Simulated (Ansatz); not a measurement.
Consider the silylene formation by 1,1-elimination: `O[Si]([SiH3])(S)Cl` → `O[Si]Cl` + `[SiH3]S`.

Isolated molecules relaxed with PBE0-D4/def2-TZVP in Ansatz; ΔE leaves out vibrations. CCSD(T)/CBS adds triple-zeta CCSD(T) − MP2 to the extrapolated MP2 energy (def2 sets, frozen cores). This one scheme is used for every species. DFT in def2-TZVPP. Each species was taken in one conformer, which may not be the lowest.

`O[Si]([SiH3])(S)Cl`:

```xyz
10

O     0.519    0.420   -1.903
Si    0.150    0.572   -0.319
Si   -0.751   -1.451    0.409
S     1.935    1.148    0.706
Cl   -1.255    2.058   -0.015
H     0.938    1.165   -2.342
H    -2.001   -1.761   -0.332
H    -1.050   -1.320    1.858
H     0.242   -2.537    0.204
H     1.273    1.706    1.733
```

`O[Si]Cl`:

Cartesian coordinates in Å:
```
O -0.677 0.753 0.374
Si 0.076 -0.587 0.936
Cl 1.148 -1.206 -0.774
H -0.547 1.040 -0.536
```

`[SiH3]S`:

Cartesian coordinates in Å:
```
Si -0.463 -0.197 -0.160
S 1.661 -0.098 0.059
H -1.144 -0.309 1.155
H -0.705 -1.420 -0.961
H -0.995 0.991 -0.874
H 1.646 1.035 0.781
```

```tsv
species	CAM-B3LYP-D4 energy (Eh)
`O[Si]([SiH3])(S)Cl`	-1515.84645
`O[Si]Cl`	-825.64779
`[SiH3]S`	-690.14540
```

Problem. Work out ΔE.

Solution. ΔE = (-825.64779) + (-690.14540) − (-1515.84645) = 0.05326 Eh = +1.45 eV. CCSD(T)/CBS gives +1.49 eV.

Largest T1 diagnostic among the species: 0.014.

In def2-TZVPP, CCSD(T) changes the Hartree–Fock value by +0.16 eV (the triples alone add +0.03 eV) and MP2 by +0.28 eV. At CCSD(T), def2-SVP lies −0.18 eV from the extrapolated value and def2-TZVPP −0.07 eV. Leaving LDA and LC-ωPBE aside and taking each functional with its dispersion term where it has one, the values, not all of them listed here, spread over 0.41 eV, from BLYP-D4 to r2SCAN0-D4. LDA lies +0.34 eV from PBE without D4.
